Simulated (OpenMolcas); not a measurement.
# Nb3+: ligand-field states by method

Nb3+ with 6 ligands (water) in octahedral coordination (Th) at 2.08 Å. Ligand basis ANO-RCC-VDZP.
```
Nb    0.0000    0.0000    0.0000
O     2.0800    0.0000    0.0000
H     2.6570    0.7797    0.0000
H     2.6570   -0.7797    0.0000
O     0.0000    2.0800    0.0000
H     0.0000    2.6570    0.7797
H     0.0000    2.6570   -0.7797
O    -2.0800    0.0000    0.0000
H    -2.6570    0.7797    0.0000
H    -2.6570   -0.7797    0.0000
O     0.0000   -2.0800    0.0000
H     0.0000   -2.6570    0.7797
H     0.0000   -2.6570   -0.7797
O     0.0000    0.0000    2.0800
H     0.7797    0.0000    2.6570
H    -0.7797    0.0000    2.6570
O     0.0000    0.0000   -2.0800
H     0.7797    0.0000   -2.6570
H    -0.7797    0.0000   -2.6570
```

```
Program             : OpenMolcas 26.06
Basis               : ANO-RCC-VDZP [6s5p3d1f]
Scalar Hamiltonian  : DKH2, point nucleus
Active space        : 2 electrons in 5 orbitals (4d)
State averaging     : 2S+1 = 3 even, 10 roots; 2S+1 = 1 even, 15 roots
Spin-orbit coupling : state interaction with AMFI integrals over the reference wave functions
```

I. CASSCF
II. SS-CASPT2, IPEA 0.25 Eh, imaginary shift 0.1 Eh (closed shells correlated: 4s 4p and the ligand valence shells)

Spin-free states (labels of O, taken over from Oh, the nearest higher group) in cm-1, each column counted from its own energy of the first state listed:

```tsv
State	Degeneracy	I	II
3T1	3	0	0
1T2	3	9648	7280
1E	2	9685	7540
1A1	1	22130	17340
3T2	3	28848	28780
3T1	3	37325	35050
1T2	3	39542	36540
1T1	3	41867	38640
3A2	1	59337	60010
1E	2	70230	67770
1A1	1	82220	76830
```

From I to II, I's first state of the same spin (3T2) moves from 28848 to 28780 cm-1, by about -67 cm-1.

From I to II, I's first state of another spin (1T2) moves from 9648 to 7280 cm-1, by about -2400 cm-1.

I: A least-squares ligand-field fit to the states below 45000 cm-1, each weighted by its degeneracy and with a free common offset, gives 10Dq = 30241 cm-1, B = 671 cm-1 and C = 2602 cm-1 (C/B = 3.88), with an rms deviation of 87 cm-1. The same method and metal basis give the free ion B = 760 cm-1 (fit to its terms below 60000 cm-1, rms deviation 30 cm-1), so the nephelauxetic ratio is β = 671 / 760 = 0.88; it hangs on how both fits weigh the states, and computed free-ion B values tend to be too large, so β mixes covalency with correlation.

II: A least-squares ligand-field fit to the states below 45000 cm-1, each weighted by its degeneracy and with a free common offset, gives 10Dq = 29703 cm-1, B = 513 cm-1 and C = 1978 cm-1 (C/B = 3.85), with an rms deviation of 148 cm-1. The same method and metal basis give the free ion B = 703 cm-1 (fit to its terms below 60000 cm-1, rms deviation 565 cm-1), so the nephelauxetic ratio is β = 513 / 703 = 0.73; it hangs on how both fits weigh the states, and computed free-ion B values tend to be too large, so β mixes covalency with correlation.

From I to II, 10Dq changes by -2 %, B by -24 % and C by -24 %.

χT at 300 K: I 0.48, II 0.48 cm3 K/mol.

Roots that are degenerate in the reference are averaged as groups; the widest CASPT2 spread within a group is 680 cm-1 (the 3-fold group of multiplicity 3 near 35100 cm-1 above the lowest state of its run, II). Shifts and gaps below about the spread of the groups concerned are not significant. Over all roots computed the reference weight is 0.70 to 0.71 in II; a low but even weight reflects the number of correlated electrons. An orbital triplet at a regular site is open to Jahn-Teller coupling, which can distort the site and quench the lowest spin-orbit gaps and is left out. The least metal-like active orbital is 79 % on the metal (Löwdin) and no ligand orbital is active, so the numbers are rough. Ligand-to-metal charge-transfer states are missing. With no ligand orbital active B as a rule stays too high, so bands that hang on it stand too high and its fall with covalency is understated. Without dynamic correlation the repulsion within the d shell is too large (B by tens of per cent), so at a given field states of lower spin stand too high (holds for I). With metal d orbitals alone the field can be off either way by tens of per cent (holds for I). With one d shell and no ligand orbital active, 10Dq can be off by a tenth or more (holds for II). No measured value stands beside these numbers; the geometry was imposed, not optimised, and the real ion may take another.
